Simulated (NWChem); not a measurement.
Molecule: CH6OSi2; SMILES O=C[SiH2][SiH3]

```xyz
10

O      0.7849    -2.3200    -0.3160
C      0.1287    -1.6669     0.4718
Si    -0.8919    -0.1139    -0.0804
Si     0.4774     1.8001    -0.0031
H      0.1253    -1.9486     1.5544
H     -2.0468     0.0545     0.8492
H     -1.3936    -0.3582    -1.4577
H     -0.3093     3.0078    -0.3766
H      1.6222     1.6589    -0.9417
H      1.0102     1.9895     1.3744
```
Atoms are numbered in this order, from 1.

Geometry: optimised at B3LYP/6-31G* (spherical d).

Task: Give the principal values of the shielding tensors (ppm) of O1, C2, Si3, Si4 from PBE0/pcSseg-1, GIAO (NWChem), with their diamagnetic and paramagnetic parts as GIAO splits them.

Result: 
```json
[
 {"atom": "O1", "σ11": "-1768.8", "σ22": "-583.9", "σ33": "393.3", "isotropic": "-653.1", "diamagnetic": "401.8", "paramagnetic": "-1054.9"},
 {"atom": "C2", "σ11": "-182.7", "σ22": "-90.3", "σ33": "92.4", "isotropic": "-60.2", "diamagnetic": "253.6", "paramagnetic": "-313.9"},
 {"atom": "Si3", "σ11": "406.6", "σ22": "428.3", "σ33": "466.7", "isotropic": "433.9", "diamagnetic": "880.9", "paramagnetic": "-447.0"},
 {"atom": "Si4", "σ11": "451.7", "σ22": "463.7", "σ33": "467.1", "isotropic": "460.9", "diamagnetic": "880.7", "paramagnetic": "-419.9"}
]
```
